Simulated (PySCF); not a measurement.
## Molecular orbitals of SrBr

MN15 at R = 2.732 Å; PySCF, spin-free X2C with a Gaussian nucleus, basis sets Sr x2c-TZVPPall, Br x2c-TZVPPall. State: ²Σ⁺ (doublet), unpaired electrons σ ↑. Only the outer orbitals are listed, counted within each symmetry.

| spin | orbital | occ. | ε (eV) | on Sr (%) | main shells (%) |
| --- | --- | --- | --- | --- | --- |
| α | 7π | 1 | -26.02 | 100 | 100 Sr p |
| α | 7π | 1 | -26.02 | 100 | 100 Sr p |
| α | 14σ | 1 | -25.99 | 97 | 97 Sr p |
| α | 15σ | 1 | -20.49 | 6 | 94 Br s |
| α | 16σ | 1 | -8.40 | 11 | 88 Br p |
| α | 8π | 1 | -7.89 | 7 | 93 Br p |
| α | 8π | 1 | -7.89 | 7 | 93 Br p |
| α | 17σ | 1 | -4.49 | 98 | 85 Sr s, 9 Sr p |
| α | 9π | 0 | -0.82 | 100 | 77 Sr p, 23 Sr d |
| α | 9π | 0 | -0.82 | 100 | 77 Sr p, 23 Sr d |
| α | 18σ | 0 | -0.65 | 99 | 50 Sr p, 47 Sr d |
| β | 14σ | 1 | -25.87 | 97 | 97 Sr p |
| β | 7π | 1 | -25.87 | 100 | 100 Sr p |
| β | 7π | 1 | -25.87 | 100 | 100 Sr p |
| β | 15σ | 1 | -20.43 | 6 | 94 Br s |
| β | 16σ | 1 | -8.32 | 11 | 88 Br p |
| β | 8π | 1 | -7.88 | 8 | 92 Br p |
| β | 8π | 1 | -7.88 | 8 | 92 Br p |
| β | 17σ | 0 | -1.39 | 98 | 90 Sr s |
| β | 18σ | 0 | 0.19 | 98 | 52 Sr p, 45 Sr d |
| β | 3δ | 0 | 0.42 | 100 | 100 Sr d |

Question: Which are the highest filled and the lowest empty level, where do they sit, and how wide is the gap?

Answer: Highest filled α 17σ at -4.49 eV (in %: 85 Sr s, 9 Sr p); lowest empty β 17σ at -1.39 eV (in %: 90 Sr s); the gap at MN15 is 3.10 eV.

```
bond order (Mayer)                               : 1.01
⟨S²⟩                                             : 0.751
charge on Sr (Mulliken, basis-dependent)         : 0.44
charge on Sr (Löwdin, basis-dependent)           : -0.07
dipole moment (positive dipole means Sr(−)Br(+)) : -5.39 D
```

Spin–orbit coupling is left out. The state is the lowest determinant that a PBE0 search found; another state may lie lower at other levels.
